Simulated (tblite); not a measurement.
Run record: tight-binding relaxation, `[SiH2](S[Si@H](C(C)C)Cl)C`.

Computed with GFN2-xTB geometry optimisation, gas phase (tblite 0.8.0). Start geometry: from a force field or distance geometry. The input is one job of a driver script: a line of settings, then coordinates in Å.

Command:
```bash
OMP_NUM_THREADS=1 python probes_run.py task.json out
```

Input:
```
{"job": {"kind": "relax", "xc": "GFN2-xTB", "basis": "xTB"}, "charge": 0, "multiplicity": 1}
C      4.392700     0.855400     0.148700
Si     2.843200    -0.177500     0.204900
S      1.184200     0.981700    -0.448300
Si    -0.488000    -0.335500    -0.615000
Cl     0.091900    -2.202200     0.197600
C     -1.961900     0.206000     0.407600
C     -2.600800    -1.083000     0.896200
C     -2.954600     0.978500    -0.403200
H      4.407400     1.519700    -0.747800
H      4.420500     1.518400     1.036300
H      5.286400     0.210000     0.050400
H      3.081300    -1.362400    -0.637500
H      2.611000    -0.638600     1.611800
H     -0.872400    -0.583600    -1.999300
H     -1.646700     0.783600     1.304900
H     -3.608800    -0.921600     1.328700
H     -1.887600    -1.504000     1.646200
H     -2.672400    -1.740200    -0.009400
H     -2.868600     0.682800    -1.476400
H     -3.981100     0.750600    -0.014600
H     -2.784600     2.078800    -0.327500
```

Question: Give the output.

Answer: 
```
step      E/eV     max force
  0    -721.64155    1.618
  1    -721.84524    0.807
  2    -721.93288    0.559
  3    -721.96967    0.486
  4    -722.01161    0.403
  5    -722.03716    0.375
  6    -722.06149    0.377
  7    -722.07758    0.335
  8    -722.09145    0.271
  9    -722.10177    0.212
... (183 lines left out)
193    -722.32104    0.021
194    -722.32112    0.029
195    -722.32119    0.031
196    -722.32125    0.024
197    -722.32130    0.015
198    -722.32135    0.016
199    -722.32139    0.019
200    -722.32142    0.016
201    -722.32146    0.012
202    -722.32148    0.010
```

«max force» is the largest atomic force in eV/Å.

Question: From which step on does the largest force stay under 0.1 eV/Å, and how much energy is left to gain from there?

Answer: From step 149 (0.043 eV/Å), 5.5 meV above the end.

Summary of the converged run: energy lowered by 15.7 kcal/mol over 202 steps; largest atomic force 0.010 eV/Å at the end.

Question: Where do the atoms end?

Answer: 0.732 Å rms from the input after alignment:
```
atom  x, y, z in Å
C1     4.2523    1.1806   -0.1435
Si2    2.9869   -0.2022    0.0820
S3     1.0710    0.8051    0.1498
Si4   -0.3633   -0.7782   -0.0146
Cl5    0.1667   -2.3697    1.1233
C6    -2.0345   -0.0841    0.5734
C7    -3.1268   -1.1491    0.5072
C8    -2.4384    1.1492   -0.2320
H9     4.0705    1.7300   -1.0628
H10    4.2058    1.8911    0.6767
H11    5.2595    0.7790   -0.1847
H12    2.9448   -1.1247   -1.0502
H13    3.1440   -0.9226    1.3402
H14   -0.3845   -1.2380   -1.3998
H15   -1.9305    0.2246    1.6205
H16   -4.0651   -0.7554    0.8947
H17   -2.8550   -2.0234    1.0944
H18   -3.2912   -1.4650   -0.5210
H19   -2.5906    0.8911   -1.2779
H20   -3.3661    1.5686    0.1535
H21   -1.6643    1.9102   -0.1750
```

The run took 13 s wall, 9.1 s CPU on AMD EPYC, one thread, shared host with 64 logical CPUs at a one-minute load of 33.
Labels such as C1 count atoms from 1, the log's own numbers from 0.
